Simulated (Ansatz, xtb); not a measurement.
# Relative energy of two isomers of BH8PSn

Structure a is `[BH3-][PH2+][SnH3]`, a singlet and structure b is `[PH3+][BH2-][SnH3]`, a singlet. Both are isolated molecules in the gas phase, relaxed with PBE0-D3(BJ)/def2-SVP.

Energies in hartree; the thermal terms are from PBE0-D3(BJ)/def2-SVP harmonic frequencies (ideal gas, rigid rotor, one conformer each, 298.15 K, 1 atm) and include the zero-point energy:

|  | a | b |
| --- | --- | --- |
| E, CCSD(T)/def2-SVP | −583.683871 | −583.682165 |
| E, MP2/def2-SVP | −583.608551 | −583.607461 |
| E, MP2/def2-TZVPP | −584.045805 | −584.046015 |
| zero-point energy | 0.068691 | 0.069248 |
| H(298 K) − E | 0.077087 | 0.077369 |
| G(298 K) − E | 0.036348 | 0.037098 |

Task: Correct the CCSD(T) difference for the basis set by the MP2 change, then work out ΔE, ΔE₀, ΔH and ΔG for a → b in kJ/mol (1 Eh = 2625.50 kJ/mol) and the equilibrium ratio [b]/[a].

Result: 1. Differences b − a: CCSD(T) +0.001706, MP2 in the small set +0.001090, MP2 in the large set −0.000210 Eh.
2. ΔE = +0.001706 + (−0.000210 − (+0.001090)) = +0.000406 Eh = +1.07 kJ/mol.
3. ΔE₀ = ΔE + ΔZPE = +0.000406 + (+0.000557) Eh = +2.53 kJ/mol.
4. ΔH = ΔE + (+0.000282) Eh = +1.81 kJ/mol.
5. ΔG = ΔE + (+0.000750) Eh = +3.04 kJ/mol, so ΔS = (ΔH − ΔG)/T = −4.1 J/(mol K).
6. kT = 0.9442 mEh, so K = [b]/[a] = exp(−ΔG/kT) = exp(−1.22) ≈ 0.29.

The two are too close for this level to say which is favoured. An error of 4 kJ/mol in ΔG would change K by a factor of 5. Mirror images and further conformers aren't counted.

As drawn, b has 1 B–Sn, 1 P–H in place of 1 P–Sn, 1 B–H.

Other levels gave ΔE = +10.0 (GFN2-xTB); +98.7 (HF/STO-3G, GFN2-xTB geometries); +11.8 (r2SCAN-D4/def2-SVP, GFN2-xTB geometries); +6.4 (PBE0-D3(BJ)/def2-SVP); +12.8 (HF/def2-SVP); +2.9 (MP2/def2-SVP); +4.5 (CCSD(T)/def2-SVP) kJ/mol. The correlated steps freeze 10 core orbitals; the filled d shell of Sn is correlated, in a basis made for valence electrons. Atoms past krypton carry core potentials in the def2 sets, without spin–orbit terms. Programs: Ansatz 0.2.0, xtb 6.7.1.
